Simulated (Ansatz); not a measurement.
**Nudged elastic band run: F2H5NOSiSn**

Input file:

```yaml
crystal:
  periodic: [false, false, false]
  atoms:
    - { symbol: O, position_ang: [-2.32326, -0.120456, 0.604626] }
    - { symbol: Sn, position_ang: [-1.076198, -0.962851, -0.72197] }
    - { symbol: "N", position_ang: [0.858578, -0.680364, 0.004117] }
    - { symbol: Si, position_ang: [1.394216, 0.875733, 0.443792] }
    - { symbol: F, position_ang: [2.490853, 1.525925, -0.573003] }
    - { symbol: F, position_ang: [0.055424, 1.823358, 0.266071] }
    - { symbol: H, position_ang: [-2.029848, 0.806114, 0.720845] }
    - { symbol: H, position_ang: [-1.39528, -2.65149, -0.648185] }
    - { symbol: H, position_ang: [-1.191266, -0.191769, -2.261416] }
    - { symbol: H, position_ang: [1.331051, -1.511976, 0.36952] }
    - { symbol: H, position_ang: [1.95113, 1.030876, 1.816203] }
basis:
  gaussian: { orbitals: def2-SVP }
hamiltonian:
  xc: pbe
neb:
  order_check: false
  images: 9
  f_tol: 0.5
  max_iterations: 60
  final_atoms:
    - { symbol: O, position_ang: [-2.4451171, -1.48986481, 0.59498433] }
    - { symbol: Sn, position_ang: [-1.16733548, -0.50664929, -0.60485963] }
    - { symbol: "N", position_ang: [0.40624774, -0.03324787, 0.67690742] }
    - { symbol: Si, position_ang: [1.76007084, 0.84214368, 0.12750328] }
    - { symbol: F, position_ang: [3.12715543, -0.04177016, 0.00696237] }
    - { symbol: F, position_ang: [1.32957712, 1.26859001, -1.39959847] }
    - { symbol: H, position_ang: [-2.93820055, -0.85859466, 1.15341249] }
    - { symbol: H, position_ang: [-0.72160077, -1.69435822, -1.76672672] }
    - { symbol: H, position_ang: [-1.84824526, 0.96764463, -1.18988888] }
    - { symbol: H, position_ang: [0.42541209, -0.58172897, 1.54243245] }
    - { symbol: H, position_ang: [2.13743594, 2.07093566, 0.87947136] }
  initial_path:
    images:
      - { positions_ang: [[-2.32326, -0.120456, 0.604626], [-1.076198, -0.962851, -0.72197], [0.858578, -0.680364, 0.004117], [1.394216, 0.875733, 0.443792], [2.490853, 1.525925, -0.573003], [0.055424, 1.823358, 0.266071], [-2.029848, 0.806114, 0.720845], [-1.39528, -2.65149, -0.648185], [-1.191266, -0.191769, -2.261416], [1.331051, -1.511976, 0.36952], [1.95113, 1.030876, 1.816203]] }
      - { positions_ang: [[-2.32267318, -0.33397342, 0.68706028], [-1.08345367, -0.91453169, -0.66964705], [0.84586996, -0.69574551, 0.05066628], [1.44060031, 0.86840535, 0.33596337], [2.61336229, 1.39978177, -0.34889345], [0.37522331, 1.6715244, -0.14444674], [-2.11117245, 0.58652826, 0.88099432], [-1.36552833, -2.49856115, -0.86327535], [-1.24674164, 0.02169029, -2.01780719], [1.21599705, -1.37150131, 0.55864491], [1.70391634, 1.20948301, 1.55134062]] }
      - { positions_ang: [[-2.32208636, -0.54749084, 0.76949455], [-1.09070934, -0.86621238, -0.6173241], [0.83316192, -0.71112703, 0.09721556], [1.48698463, 0.86107769, 0.22813474], [2.73587158, 1.27363854, -0.1247839], [0.69502261, 1.5196908, -0.55496447], [-2.1924969, 0.36694253, 1.04114365], [-1.33577665, -2.34563229, -1.0783657], [-1.30221727, 0.23514959, -1.77419838], [1.1009431, -1.23102662, 0.74776982], [1.45670268, 1.38809001, 1.28647823]] }
      - { positions_ang: [[-2.32149953, -0.76100826, 0.85192883], [-1.09796501, -0.81789307, -0.56500115], [0.82045388, -0.72650854, 0.14376484], [1.53336894, 0.85375004, 0.12030611], [2.85838087, 1.14749532, 0.09932566], [1.01482192, 1.3678572, -0.96548221], [-2.27382135, 0.14735679, 1.20129297], [-1.30602498, -2.19270344, -1.29345605], [-1.35769291, 0.44860888, -1.53058957], [0.98588915, -1.09055194, 0.93689472], [1.20948901, 1.56669702, 1.02161585]] }
      - { positions_ang: [[-2.32091271, -0.97452569, 0.9343631], [-1.10522068, -0.76957376, -0.5126782], [0.80774584, -0.74189006, 0.19031413], [1.57975326, 0.84642238, 0.01247747], [2.98089017, 1.02135209, 0.32343521], [1.33462123, 1.21602359, -1.37599994], [-2.3551458, -0.07222895, 1.3614423], [-1.27627331, -2.03977458, -1.5085464], [-1.41316855, 0.66206818, -1.28698077], [0.8708352, -0.95007725, 1.12601963], [0.96227535, 1.74530403, 0.75675347]] }
      - { positions_ang: [[-2.32032589, -1.18804311, 1.01679738], [-1.11247635, -0.72125445, -0.46035525], [0.7950378, -0.75727157, 0.23686341], [1.62613757, 0.83909473, -0.09535116], [3.10339946, 0.89520886, 0.54754476], [1.65442054, 1.06418999, -1.78651768], [-2.43647025, -0.29181468, 1.52159162], [-1.24652164, -1.88684573, -1.72363675], [-1.46864418, 0.87552747, -1.04337196], [0.75578126, -0.80960256, 1.31514454], [0.71506169, 1.92391104, 0.49189108]] }
      - { positions_ang: [[-2.34528413, -1.24840745, 0.93243477], [-1.12344818, -0.67833341, -0.48925613], [0.71727978, -0.61246683, 0.32487221], [1.65292422, 0.83970452, -0.05078027], [3.10815065, 0.70781306, 0.43942828], [1.58945185, 1.10507, -1.70913384], [-2.53681631, -0.40517068, 1.4479558], [-1.14153746, -1.84834822, -1.73225474], [-1.5445644, 0.89395091, -1.07267534], [0.68970742, -0.76402784, 1.36060212], [0.99953654, 1.95331596, 0.56940714]] }
      - { positions_ang: [[-2.37024237, -1.30877179, 0.84807216], [-1.13442, -0.63541238, -0.51815701], [0.63952177, -0.46766209, 0.41288101], [1.67971088, 0.84031431, -0.00620938], [3.11290185, 0.52041725, 0.3313118], [1.52448317, 1.14595, -1.63175], [-2.63716237, -0.51852667, 1.37431997], [-1.03655329, -1.80985072, -1.74087273], [-1.62048461, 0.91237434, -1.10197873], [0.62363359, -0.71845312, 1.4060597], [1.28401139, 1.98272089, 0.6469232]] }
      - { positions_ang: [[-2.39520061, -1.36913613, 0.76370955], [-1.14539183, -0.59249135, -0.54705788], [0.56176376, -0.32285735, 0.50088981], [1.70649753, 0.8409241, 0.0383615], [3.11765304, 0.33302145, 0.22319533], [1.45951449, 1.18683, -1.55436615], [-2.73750843, -0.63188267, 1.30068414], [-0.93156912, -1.77135322, -1.74949073], [-1.69640483, 0.93079777, -1.13128211], [0.55755976, -0.67287841, 1.45151728], [1.56848624, 2.01212581, 0.72443925]] }
      - { positions_ang: [[-2.42015886, -1.42950047, 0.67934694], [-1.15636366, -0.54957032, -0.57595876], [0.48400575, -0.17805261, 0.58889862], [1.73328418, 0.84153389, 0.08293239], [3.12240424, 0.14562565, 0.11507885], [1.3945458, 1.22771, -1.47698231], [-2.83785449, -0.74523866, 1.22704832], [-0.82658495, -1.73285572, -1.75810872], [-1.77232504, 0.9492212, -1.1605855], [0.49148593, -0.62730369, 1.49697486], [1.85296109, 2.04153074, 0.80195531]] }
      - { positions_ang: [[-2.4451171, -1.48986481, 0.59498433], [-1.16733548, -0.50664929, -0.60485963], [0.40624774, -0.03324787, 0.67690742], [1.76007084, 0.84214368, 0.12750328], [3.12715543, -0.04177016, 0.00696237], [1.32957712, 1.26859001, -1.39959847], [-2.93820055, -0.85859466, 1.15341249], [-0.72160077, -1.69435822, -1.76672672], [-1.84824526, 0.96764463, -1.18988888], [0.42541209, -0.58172897, 1.54243245], [2.13743594, 2.07093566, 0.87947136]] }
```

Command:

```bash
$ ansatz run input.yaml --threads 2 --pin off --max-ram 3072MiB --backend cpu --events-out ev --progress --plain --runs-dir out
```

Output, in part (warnings, iteration lines, the closing report on the highest movable image, with atoms numbered from 0):

```
NEB end point (image 0): max|allowed force component| = 1.152e-2 eV/Å (the criterion of neb.relax_end_points is 1.000e-1)
NEB end point (image 10): max|allowed force component| = 6.904e-3 eV/Å (the criterion of neb.relax_end_points is 1.000e-1)
NEB iter   1: max|band force component| = 2.245e1 eV/Å  barrier→ = 9.0500 eV  barrier← = 8.9847 eV  Δτ_max = 0.2000 Å  (311 SCF iters)
NEB iter   2: max|band force component| = 8.487e0 eV/Å  barrier→ = 2.2071 eV  barrier← = 2.1418 eV  Δτ_max = 0.2000 Å  (293 SCF iters)
NEB iter   3: max|band force component| = 3.149e0 eV/Å  barrier→ = 0.5780 eV  barrier← = 0.5127 eV  Δτ_max = 0.2000 Å  (284 SCF iters)
NEB iter   4: max|band force component| = 9.734e-1 eV/Å  barrier→ = 0.2693 eV  barrier← = 0.2041 eV  Δτ_max = 0.2000 Å  (279 SCF iters)
NEB iter   5: max|band force component| = 5.244e-1 eV/Å  barrier→ = 0.2142 eV  barrier← = 0.1489 eV  Δτ_max = 0.2000 Å  (267 SCF iters)
NEB iter   6: max|band force component| = 3.958e-1 eV/Å  barrier→ = 0.1557 eV  barrier← = 0.0904 eV  CI = image 5  Δτ_max = 0.0000 Å  (531 SCF iters)
Total energy: -22742.21411896 eV, -835.7609536453 hartree
Atom 0 at    -2.464413    -0.783782     0.891905 Å, force    -0.004457     0.042082     0.052872 eV/Å
Atom 1 at    -1.124539    -0.860032    -0.610729 Å, force     0.047981     0.019700     0.097479 eV/Å
Atom 2 at     0.804315    -0.607563     0.126865 Å, force    -0.037045     0.103033     0.071357 eV/Å
Atom 3 at     1.532310     0.944445     0.148244 Å, force     0.095562    -0.128114    -0.014443 eV/Å
Atom 4 at     3.159260     0.851553     0.108656 Å, force    -0.040571    -0.029730     0.150342 eV/Å
Atom 5 at     1.089579     1.659666    -1.247508 Å, force    -0.096706     0.148071    -0.015827 eV/Å
Atom 6 at    -2.586708     0.144119     1.177926 Å, force    -0.004558    -0.116430    -0.011310 eV/Å
Atom 7 at    -1.232053    -2.497134    -1.113096 Å, force    -0.074281     0.054116    -0.073672 eV/Å
Atom 8 at    -1.327827     0.534182    -1.595195 Å, force    -0.065887    -0.127597    -0.167037 eV/Å
Atom 9 at     1.074967    -1.280782     0.852098 Å, force     0.027711    -0.033370    -0.015781 eV/Å
Atom 10 at     1.140509     1.838428     1.281435 Å, force     0.152253     0.068239    -0.073981 eV/Å
Dipole moment:    -0.264293    -0.094676     0.094881 e Å
```

The forces met the threshold. The threshold of 0.5 eV/Å is loose, so the images may lie well off the minimum-energy path. The order of the stationary point at the top wasn't checked. Another band between the same ends, with other settings, climbed to 0.071 eV only, so this may not be the lowest route.

Final band (atoms are numbered from 1 in the order of the input):

```csv
image,path coordinate (Å),energy (eV),dihedral H9–Sn2–N3–Si4 (°)
0,0.00,0.000,67
1,0.73,0.011,54
2,1.47,0.031,41
3,2.21,0.063,35
4,2.94,0.091,25
5,3.68,0.156,21
6,4.32,0.092,10
7,4.95,0.089,-7
8,5.59,0.081,-24
9,6.22,0.071,-43
10,6.85,0.065,-61
```

Time of the run: 100 s on 2 threads of Intel(R) Xeon(R) 6975P-C (Granite Rapids) (shared host), peak memory 0.2 GiB.
